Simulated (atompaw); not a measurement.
# u(r) = r·R(r): atom against pseudo-atom (Tm)

Columns: radius, all-electron u(r) and pseudo u(r) of the 5d shell (level -0.86 eV) of thulium in the configuration [Kr] 4d10 4f13 5s2 5p6 5d1 6s1 6p0; LDA (PW92), scalar-relativistic, PAW (atompaw) scheme, atompaw 4.2.0.5.

| r (bohr) | all-electron | pseudo |
| --- | --- | --- |
| 0.115 | 0.1148 | 0.0003 |
| 0.231 | 0.0033 | 0.0023 |
| 0.346 | -0.1449 | 0.0077 |
| 0.462 | -0.1756 | 0.0177 |
| 0.577 | -0.1175 | 0.0332 |
| 0.692 | -0.0224 | 0.0548 |
| 0.808 | 0.0791 | 0.0826 |
| 0.923 | 0.1708 | 0.1158 |
| 1.038 | 0.2484 | 0.1536 |
| 1.154 | 0.3120 | 0.1952 |
| 1.269 | 0.3616 | 0.2381 |
| 1.385 | 0.4002 | 0.2816 |
| 1.500 | 0.4291 | 0.3230 |
| 1.615 | 0.4504 | 0.3614 |
| 1.731 | 0.4658 | 0.3957 |
| 1.846 | 0.4762 | 0.4243 |
| 1.962 | 0.4828 | 0.4473 |
| 2.077 | 0.4862 | 0.4640 |
| 2.192 | 0.4874 | 0.4749 |
| 2.308 | 0.4866 | 0.4808 |
| 2.423 | 0.4843 | 0.4824 |
| 2.538 | 0.4809 | 0.4808 |
| 2.654 | 0.4765 | 0.4769 |
| 2.769 | 0.4715 | 0.4718 |
| 2.885 | 0.4660 | 0.4660 |
| 3.000 | 0.4600 | 0.4600 |

(1) How many radial nodes do the two functions have?

(2) Is the pseudo-wave norm-conserving?

Answers

(1) The all-electron 5d function has n − l − 1 = 2; the pseudo-wave has 0, since the states of the same l below it are removed with the core.

(2) No, it belongs to a PAW set: the norm inside the radius is not constrained, and the difference is carried by the augmentation charge.
